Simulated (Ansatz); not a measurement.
Reaction (silylene formation by 1,1-elimination): `[GaH2][SiH2][SnH3]` → `[GaH2][SnH3]` + `[SiH2]`

Computed with Ansatz on PBE0-D4/def2-TZVP structures; ΔE is electronic, products minus reactants. CCSD(T)/CBS adds triple-zeta CCSD(T) − MP2 to the extrapolated MP2 energy (def2 sets, frozen cores). This one scheme is used for every species. Functionals use def2-TZVPP. Elements past krypton have def2 core potentials. For Ga, Sn outer-core shells are correlated without core-valence functions, which leaves a few kJ/mol of doubt a bond. Scalar relativity is left out up to krypton.

Task: Is it downhill or uphill in electronic energy at CCSD(T)/CBS, and by how much? (An estimate is asked.)

Result: Computed: Uphill: ΔE = +239.2 kJ/mol.

Task: What do these levels give: BHLYP-D4, ωB97X-V, PBE-QIDH, revPBE, BHLYP, LC-ωPBE, MP2/def2-SVP, CCSD(T)/def2-SVP, HF/def2-TZVPP, CCSD/def2-TZVPP, MP2/def2-QZVPP, MP2/CBS(def2)? (Best estimate.)

Result: The calculation gave: BHLYP-D4 239.5, ωB97X-V 247.2, PBE-QIDH 257.1, revPBE 231.0, BHLYP 225.2, LC-ωPBE 257.9, MP2/def2-SVP 240.5, CCSD(T)/def2-SVP 221.9, HF/def2-TZVPP 204.6, CCSD/def2-TZVPP 225.4, MP2/def2-QZVPP 252.3, MP2/CBS(def2) 255.2 kJ/mol.

Largest T1 diagnostic among the species: 0.014.

At CCSD(T), def2-SVP lies −17.3 kJ/mol from the extrapolated value and def2-TZVPP −7.1 kJ/mol. From PBE to PBE0 (25 % exact exchange), in def2-TZVPP and without D4, ΔE moves by +5.5 kJ/mol. Leaving LDA and LC-ωPBE aside and taking each functional with its dispersion term where it has one, the values, not all of them listed here, spread over 37.7 kJ/mol, from BLYP-D4 to r2SCAN-D4. LDA lies +31.8 kJ/mol from PBE without D4.
